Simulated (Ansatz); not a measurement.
Born–Oppenheimer molecular dynamics of H$_{7}$PSn (9 atoms, charge 0, multiplicity 1). It starts at the highest image of a converged band. Of that band: Neighbouring images differ by up to 3.0 eV, so the band resolves the path poorly. A vibrational analysis at the climbing image gives one clearly imaginary mode, 1804i cm⁻¹: a first-order saddle point.

All numbers below come from RKS BHLYP-D4/def2-SVP in Ansatz.

| Item | Value |
| --- | --- |
| ensemble | NVE (velocity Verlet) |
| time step | 0.5 fs |
| steps asked | 200 |
| starting velocities drawn for | 300 K |
| seed | 4236 |

First frame:

```xyz
9
Properties=species:S:1:pos:R:3
Sn -0.108 0.085 -0.176
H -0.168 -0.644 1.703
H 1.595 0.184 0.097
H -0.608 1.661 -0.587
H -0.474 -1.251 -1.145
P -2.893 -0.089 0.818
H -3.049 -1.384 1.378
H -2.892 0.586 2.066
H -1.105 -0.460 1.467
```

Q: How far do the bonds stretch over the last three quarters of this one trajectory? (Pairs bonded in most of those frames.)

A: 
| bond | mean (Å) | spread (Å) | shortest | longest |
| --- | --- | --- | --- | --- |
| Sn1–H2 | 1.745 | 0.144 | 1.52 | 1.97 |
| Sn1–H3 | 1.730 | 0.048 | 1.64 | 1.81 |
| Sn1–H4 | 1.711 | 0.008 | 1.70 | 1.73 |
| Sn1–H5 | 1.700 | 0.020 | 1.66 | 1.74 |
| P6–H7 | 1.434 | 0.025 | 1.39 | 1.48 |
| P6–H8 | 1.429 | 0.010 | 1.41 | 1.45 |
| P6–H9 | 1.512 | 0.195 | 1.16 | 1.78 |

Mean temperature of the second half: 2776 K. The conserved energy stayed within 1.6 meV per atom of its start (net change 0.0077 meV per atom), so the integration is sound. The kinetic energy rose, since the run started high on the potential surface and went downhill. It ends in pieces (H3P + H4Sn), so much of that is their flight and rotation, not heat. A run of 0.1 ps of so small a system gives no equilibrium averages. The orbitals stay closed-shell, which can raise the energy where a bond breaks towards radicals; this wasn't checked here.

Time of the run: 5.4 min on 1 thread of Intel(R) Xeon(R) 6975P-C (Granite Rapids), on a shared host, peak memory 0.21 GiB.
